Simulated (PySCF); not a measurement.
## The second ionisation energy along the alkaline earths

All values are computed (PySCF 2.14, energy differences of UHF-based or UKS calculations, no spin-orbit coupling). Values in eV. The last column holds reference values (NIST; (s) semi-empirical, (t) theoretical, else measured). Unmarked ones compare directly (S terms, centres of terms, or small fine structure); those marked * lie between the lowest fine-structure levels and include a spin-orbit shift.

```json
{"element": "Be (aug-cc-pVQZ-DK, spin-free X2C)", "configurations": "[He] 2s1 → 1s2", "UHF": "18.129", "LDA": "18.251", "PBE": "18.492", "PBE0": "18.455", "r2SCAN": "18.184", "reference": "18.211"}
{"element": "Mg (aug-cc-pVQZ-DK, spin-free X2C)", "configurations": "[Ne] 3s1 → [Ne]", "UHF": "14.746", "LDA": "15.378", "PBE": "15.366", "PBE0": "15.259", "r2SCAN": "15.042", "reference": "15.035"}
{"element": "Ca (aug-cc-pVQZ-X2C, spin-free X2C)", "configurations": "[Ar] 4s1 → [Ar]", "UHF": "11.358", "LDA": "12.165", "PBE": "12.040", "PBE0": "11.925", "r2SCAN": "11.711", "reference": "11.872"}
{"element": "Sr (aug-cc-pVQZ-X2C, spin-free X2C)", "configurations": "[Kr] 5s1 → [Kr]", "UHF": "10.448", "LDA": "11.356", "PBE": "11.186", "PBE0": "11.061", "r2SCAN": "10.864", "reference": "11.030"}
{"element": "Ba (aug-cc-pVQZ-X2C, spin-free X2C)", "configurations": "[Xe] 6s1 → [Xe]", "UHF": "9.370", "LDA": "10.311", "PBE": "10.128", "PBE0": "10.002", "r2SCAN": "9.804", "reference": "10.004"}
```

Problem. Which of these methods has the smallest mean absolute error against the measured values here?

Solution. PBE0, with 0.111 eV.

```
method  elements  mean error (eV)  mean absolute error (eV)  largest error (eV)
   UHF         5           -0.420                     0.420              -0.634
   LDA         5            0.262                     0.262               0.343
   PBE         5            0.212                     0.212               0.330
  PBE0         5            0.110                     0.111               0.244
r2SCAN         5           -0.109                     0.112              -0.200
```

Errors include the incompleteness of the basis and the frozen core.
